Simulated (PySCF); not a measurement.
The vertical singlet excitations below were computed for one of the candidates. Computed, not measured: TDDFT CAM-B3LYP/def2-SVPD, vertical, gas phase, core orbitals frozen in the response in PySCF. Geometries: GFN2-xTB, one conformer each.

| state | ν̃ (cm⁻¹) | f | main configurations (H = HOMO, L = LUMO) |
| --- | --- | --- | --- |
| S1 | 43840 | 0.375 | H→L (93%) |
| S2 | 46830 | 0.0000 | H→L+4 (50%), H→L+1 (28%), H→L+2 (17%) |
| S3 | 48790 | 0.0005 | H→L+1 (60%), H→L+4 (12%), H→L+3 (10%) |
| S4 | 50040 | 0.059 | H-1→L (80%), H→L+5 (15%) |
| S5 | 55360 | 0.0008 | H→L+3 (76%) |
| S6 | 55890 | 0.018 | H→L+2 (38%), H-1→L+1 (34%), H→L+3 (10%) |
| S7 | 57020 | 0.012 | H-1→L+1 (49%), H→L+2 (28%), H→L+4 (11%) |
| S8 | 59100 | 0.312 | H→L+5 (78%), H-1→L (15%) |

Triplets computed (Tamm–Dancoff): 3.64, 4.90, 5.54 eV.

Question: Which candidate is it? All have the formula C7H8N2.
A. `C#C[C@@H](C#N)C1CNC1`
B. `Cc1ccc(C#N)n1C`
C. `C(Cc1ncccn1)=C`

Answer: B. Its S1 lies at 5.44 eV; the nearest of the others has S1 at 6.18 eV. S1 is HOMO→LUMO (93%). Löwdin shares by element: HOMO carbon 56% or more, nitrogen 12% or more (atoms not listed hold the other 32%); LUMO carbon 43% or more, nitrogen 17% or more (atoms not listed hold the other 40%). At the same level the other candidates give, for their lowest levels:
- `C#C[C@@H](C#N)C1CNC1`: 6.18 eV (f 0.000); 6.61 eV (f 0.000); 6.88 eV (f 0.001); 6.93 eV (f 0.002); 6.99 eV (f 0.002); T1 5.48 eV; HOMO -8.39, LUMO 1.06 eV
- `C=CCc1ncccn1`: 4.49 eV (f 0.005); 4.91 eV (f 0.000); 5.75 eV (f 0.042); 5.96 eV (f 0.006); 6.13 eV (f 0.093); T1 3.98 eV; HOMO -8.75, LUMO -0.12 eV
